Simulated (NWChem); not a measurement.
A series in which one site is exchanged, each optimised at PBE0/def2-SVP with NWChem, gas phase unless a solvent is named. All stand in one matching conformer (torsions within 35°), which need not be the lowest. 

A: [OH][GaH][OH] (GaH₃O₂; site = Ga)
B: B(O)O (H3BO2; site = B)
C: [OH][AlH][OH] (AlH$_{3}$O$_{2}$; site = Al)

Values for A:

- dipole (D), PBE0/def2-SVP = 1.75
- highest harmonic frequency (cm⁻¹), PBE0/def2-SVP = 3923
- static polarisability, CAM-B3LYP/def2-SVPD (bohr³) = 36.3
- lowest singlet excitation, CAM-B3LYP/def2-SVPD, TDA (eV) = 6.98

Question: How do these values change for the other members?

Answer: 
```tsv
change from A	B	C
dipole (D), PBE0/def2-SVP	-0.11	-0.29
highest harmonic frequency (cm⁻¹), PBE0/def2-SVP	+18	+70
static polarisability, CAM-B3LYP/def2-SVPD (bohr³)	-11.5	-2.2
lowest singlet excitation, CAM-B3LYP/def2-SVPD, TDA (eV)	+1.43	+0.48
```
